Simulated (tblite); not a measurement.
Compound: C3H6B2F2O3.
SMILES with atom numbers: `[OH:1][B:2]([OH:3])[C@@H:4]1[O:5][C@H:6]1[CH2:7][B:8]([F:9])[F:10]` (hydrogens: H11 on O1; H12 on O3; H13 on C4; H14 on C6; H15, H16 on C7)

Computed with GFN2-xTB (tblite), gas phase: L-BFGS steps from a force-field or distance-geometry start until the largest atomic force falls under 0.01 eV/Å.

At the end of the run (lengths in Å): B8–F9 1.315, O1–B2 1.352, B8–F10 1.316, B2–O3 1.343, B2–C4 1.592, O3–H12 0.959, C6–C7 1.518, B2–C4–C6 121.0°, C4–C6–C7 121.3°, C7–B8–F9 123.4°, O1–B2–C4 120.1°, O1–B2–C4–O5 5°, B2–C4–O5–C6 -112°, C4–O5–C6–C7 -112°, H15–C7–B8–F9 -150°, H11–O1–B2–O3 178°.

Task: These geometries were met on the way; a selection of coordinates is given. Order them by energy above the end point, lowest first.
A. B8–F9 1.471, O1–B2 1.474, B8–F10 1.436, B2–O3 1.460, B2–C4 1.572, O3–H12 1.003, C6–C7 1.529, B2–C4–C6 120.8°, C4–C6–C7 111.0°, C7–B8–F9 114.2°, O1–B2–C4 114.7°, O1–B2–C4–O5 -33°, B2–C4–O5–C6 -113°, C4–O5–C6–C7 -99°, H15–C7–B8–F9 -43°, H11–O1–B2–O3 79°
B. B8–F9 1.302, O1–B2 1.373, B8–F10 1.321, B2–O3 1.374, B2–C4 1.584, O3–H12 0.976, C6–C7 1.537, B2–C4–C6 138.1°, C4–C6–C7 114.7°, C7–B8–F9 128.7°, O1–B2–C4 123.3°, O1–B2–C4–O5 -7°, B2–C4–O5–C6 -130°, C4–O5–C6–C7 -105°, H15–C7–B8–F9 -69°, H11–O1–B2–O3 123°
C. B8–F9 1.254, O1–B2 1.338, B8–F10 1.283, B2–O3 1.350, B2–C4 1.596, O3–H12 0.947, C6–C7 1.508, B2–C4–C6 130.0°, C4–C6–C7 115.7°, C7–B8–F9 118.8°, O1–B2–C4 116.1°, O1–B2–C4–O5 -19°, B2–C4–O5–C6 -122°, C4–O5–C6–C7 -105°, H15–C7–B8–F9 -55°, H11–O1–B2–O3 85°
D. B8–F9 1.325, O1–B2 1.354, B8–F10 1.324, B2–O3 1.352, B2–C4 1.642, O3–H12 0.937, C6–C7 1.559, B2–C4–C6 136.8°, C4–C6–C7 115.6°, C7–B8–F9 125.0°, O1–B2–C4 125.0°, O1–B2–C4–O5 -20°, B2–C4–O5–C6 -128°, C4–O5–C6–C7 -106°, H15–C7–B8–F9 -61°, H11–O1–B2–O3 145°
E. B8–F9 1.308, O1–B2 1.355, B8–F10 1.320, B2–O3 1.349, B2–C4 1.599, O3–H12 0.969, C6–C7 1.520, B2–C4–C6 141.1°, C4–C6–C7 117.5°, C7–B8–F9 124.4°, O1–B2–C4 129.2°, O1–B2–C4–O5 -15°, B2–C4–O5–C6 -133°, C4–O5–C6–C7 -108°, H15–C7–B8–F9 -65°, H11–O1–B2–O3 167°

Result: E (0.403 eV), D (0.652 eV), B (1.145 eV), C (1.947 eV), A (3.345 eV).

| step | E above end (eV) | rms distance from the end, all atoms (Å) | largest force (eV/Å) | rms shift of all bonds from the end (Å) |
| --- | --- | --- | --- | --- |
| 15 | 0.403 | 0.685 | 0.855 | 0.007 |
| 11 | 0.652 | 0.708 | 1.442 | 0.021 |
| 8 | 1.145 | 0.728 | 1.426 | 0.014 |
| 2 | 1.947 | 0.764 | 3.613 | 0.021 |
| 0 | 3.345 | 0.797 | 4.513 | 0.068 |

Rows stand in the order of the answer.
